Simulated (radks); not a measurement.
Task: The oxygen anion O2-, [Ne], held by a Watson sphere: a shell of charge +2 at radius R that stands for the Madelung well of a crystal (potential energy -2/R inside, -2/r outside, in hartree with lengths in bohr). Calculated with a radial shooting solver on a logarithmic mesh with Libxc functionals: scalar-relativistic Kohn-Sham, PBE, spin-polarised, spherical densities, finite nucleus; Fermi nuclear charge, rms radius of each element as measured or else 0.836 A^(1/3) + 0.57 fm. Response by self-consistent Sternheimer equations with the Hartree and adiabatic LDA kernel, the relativistic mass of each level held fixed and spin-orbit coupling left out. The sphere does not respond.

| R (bohr) | e(1s) (eV) | e(2s) (eV) | e(2p) (eV) | <r> 2p (bohr) | sum of <r^2> (bohr^2) | X-ray form factor at sin(theta)/lambda = 0.3 1/angstrom | alpha (bohr^3) |
|---|---|---|---|---|---|---|---|
| 2.1 | -508.51 | -21.630 | -7.359 | 1.515 | 22.40 | 4.130 | 16.46 |
| 2.18 | -508.48 | -21.303 | -7.087 | 1.533 | 22.96 | 4.113 | 17.82 |
| 2.45 | -508.27 | -20.322 | -6.243 | 1.593 | 24.87 | 4.075 | 23.25 |
| 2.69 | -508.04 | -19.592 | -5.584 | 1.643 | 26.58 | 4.058 | 29.31 |
| 2.88 | -507.84 | -19.095 | -5.119 | 1.681 | 27.96 | 4.051 | 35.09 |
| 2.95 | -507.77 | -18.928 | -4.959 | 1.694 | 28.47 | 4.049 | 37.47 |
| 3.57 | -507.15 | -17.754 | -3.787 | 1.810 | 33.25 | 4.048 | 66.01 |

Estimate the row for R = 1.71 bohr.

Result: e(1s) (eV) -508.47; e(2s) (eV) -23.490; e(2p) (eV) -8.821; <r> 2p (bohr) 1.419; sum of <r^2> (bohr^2) 19.64; X-ray form factor at sin(theta)/lambda = 0.3 1/angstrom 4.264; alpha (bohr^3) 11.09.
